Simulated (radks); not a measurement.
Problem. These are the eigenvalues of the occupied orbitals of an atom or ion with whole-number occupations (hartree). All-electron calculation, Dirac Kohn-Sham, PBEsol, spin-unpolarised, spherical densities, point nucleus. Program: a radial shooting solver on a logarithmic mesh with Libxc functionals.

| orbital | eigenvalue |
|---|---|
| 1s1/2 | -2036.626 |
| 2s1/2 | -340.6172 |
| 2p1/2 | -324.2095 |
| 2p3/2 | -292.7349 |
| 3s1/2 | -76.19554 |
| 3p1/2 | -69.01846 |
| 3p3/2 | -62.44555 |
| 3d3/2 | -50.13856 |
| 3d5/2 | -48.70205 |
| 4s1/2 | -15.17875 |
| 4p1/2 | -12.33064 |
| 4p3/2 | -10.85389 |
| 4d3/2 | -6.16581 |
| 4d5/2 | -5.89790 |
| 5s1/2 | -2.02286 |
| 5p1/2 | -1.25914 |
| 5p3/2 | -1.07612 |
| 4f5/2 | -0.30969 |
| 4f7/2 | -0.27387 |
| 5d3/2 | -0.21287 |

Which element is it, and in what charge state? The configuration may be excited. Open shells, if any, fill j = l - 1/2 first.

Solution. Z = 67, holmium, charge +1: Ho+ in [Xe] 4f11 5d1. The list shows which subshells hold electrons but not how many an open one holds; the 1s level, -2036.6 hartree, gives Z - s = 63.8 by -(Z - s)^2/2, which with screening and relativity narrows Z to a few neighbours, and the depths of the outer levels then fix element, charge and occupations together.
